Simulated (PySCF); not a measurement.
Exercise with solution: refractive index and permittivity of the vapour

Mo(NMe)(S)(F)2 (CH₃F₂MoNS), SMILES C[N]=[Mo]([F])([F])=[S], multiplicity 1.

Geometry optimised at PBE-D3(BJ)/def2-SVP. The multiplicity is an assumed one; no other spin state was optimised. The structure was generated by enumeration; whether it is a known compound was not checked. The def2 effective core potentials stand for the cores of Mo; spin–orbit coupling is left out.

CAM-B3LYP/def2-TZVP run with PySCF gives a mean static polarisability of 79.7 bohr³ and a dipole moment of 3.03 D. Take an ideal gas at 298.15 K and 0.1 bar, whether or not the substance is that volatile.

Task: Work out n − 1 in the optical limit and the static ε − 1.

Result: 
Polarisability volume α' = 79.7 × 0.148185 = 11.81 Å³. Number density N = p/kT = 2.43e-6 Å⁻³.
Dilute limit of Lorentz–Lorenz: n − 1 = 2π N α' = 0.00018.
Orientation term of Debye: μ²/(3kT) = 8.098 Å³ × μ²(D²) = 74.35 Å³.
ε − 1 = 4π N (α' + μ²/3kT) = 0.0026. Orientation of the dipole supplies 86 % of the static response; it can't follow optical fields. Vibrational polarisation and dispersion are left out.
